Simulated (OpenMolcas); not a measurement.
**Ni3+: effect of the level shift or regulariser**

- Program: OpenMolcas
- Basis: ANO-RCC-VQZP [7s6p4d3f2g1h]
- Scalar Hamiltonian: DKH2, point nucleus
- Active space: 7 electrons in 5 orbitals (3d)
- State averaging: 2S+1 = 4 even, 10 roots; 2S+1 = 2 even, 40 roots
- Spin-orbit coupling: state interaction with AMFI integrals over the reference wave functions, term energies averaged over their components

Methods on the same reference wave functions:
A. CASSCF
B. MS-CASPT2, IPEA 0.25 Eh, imaginary shift 0.1 Eh (closed shells correlated: 3s 3p)
C. MS-CASPT2, IPEA 0.25 Eh, imaginary shift 0.3 Eh (closed shells correlated: 3s 3p)

Energies in cm-1 above 3d7 4F 9/2, the measured ground level; measured values from Corliss and Sugar, J. Phys. Chem. Ref. Data 10, 197 (1981).

```csv
Level,A,B,C,Measured
3d7 4F 9/2,0.0,0.0,0.0,0.0
3d7 4F 7/2,1154,1160,1160,1190
3d7 4F 5/2,1999,1999,1999,2042
3d7 4F 3/2,2577,2570,2570,2621
3d7 4P 5/2,22197,18370,18370,18119
3d7 2G 9/2,22296,19360,19360,19830
3d7 4P 3/2,22561,18570,18570,18367
3d7 4P 1/2,23117,19230,19230,18958
3d7 2G 7/2,23405,20460,20460,20948
3d7 2P 3/2,29402,23230,23240,23649
3d7 2H 11/2,29597,26650,26650,26649
3d7 2P 1/2,30575,24170,24180,24651
3d7 2H 9/2,30587,27640,27640,27678
3d7 2D 5/2(1),32081,26860,26860,27096
3d7 2D 3/2(1),33828,28510,28510,28778
3d7 2F 5/2,51021,43260,43260,43438
3d7 2F 7/2,51508,43760,43760,43859
3d7 2D 3/2(2),79630,68160,68160,67360
3d7 2D 5/2(2),80184,68750,68750,67990
```

Deviations, from unrounded energies. A percentage is the sum of absolute deviations over the sum of measured energies, with the sign that they share, or ± where signs differ.

| Against measurement | Levels | A | B | C |
| --- | --- | --- | --- | --- |
| mean absolute deviation (cm-1) | 18 | 4700 | 280 | 280 |
| fine structure of the ground term (%) | 3 | -2.1 | -2.1 | -2.1 |
| other terms of the ground configuration (%) | 15 | +17.7 | ±1.0 | ±1.0 |

B, C lie about equally close to measurement and A furthest from it. The largest miss of C in the table is 3d7 2D 3/2(2), by +800 cm-1. The ranking rests on the paired levels alone, and a cruder setting can come out closer through cancelling errors.

Between B and C the level of the table that moves most is 3d7 2P 1/2, by 8.8 cm-1 (lowest in B, highest in C). Moves below CASPT2's spread within the term are not significant.

The two smallest mean deviations differ by little beside CASPT2's spread within terms, so their order carries little weight.

From A to B the spin-free energies of the other terms of 3d7 shown, above 4F, scale by factors of 0.78 to 0.90, as is usual when dynamic correlation screens the repulsion within a d or f shell.

The lowest spin-free term lies below A's lowest term by 0.625 hartree in B, 0.625 hartree in C.

CASPT2 breaks the degeneracy within a term, and the mean is taken; among the terms shown or strongly mixed into the levels shown the widest spread is 1200 cm-1 (3d7 4F, B). Without dynamic correlation excited terms often stand tens of per cent too high (terms of higher spin than the ground term too low), and those without a measured partner can miss by more than the paired ones (holds for A). The CASPT2 spread within a term exceeds the gap to the next term for 3d7 2H and 3d7 2D(1), so the order of their levels is uncertain (holds for B; C). Computed and measured levels are paired by configuration, term and J; levels that our copy of the source lacks, or whose pairing is in doubt (as where it misses far off the trend of its configuration), stay unpaired and out of the deviations. Levels of configurations outside the active space are missing.

A number in round brackets counts repeated terms of one configuration in the order of the reference energies.
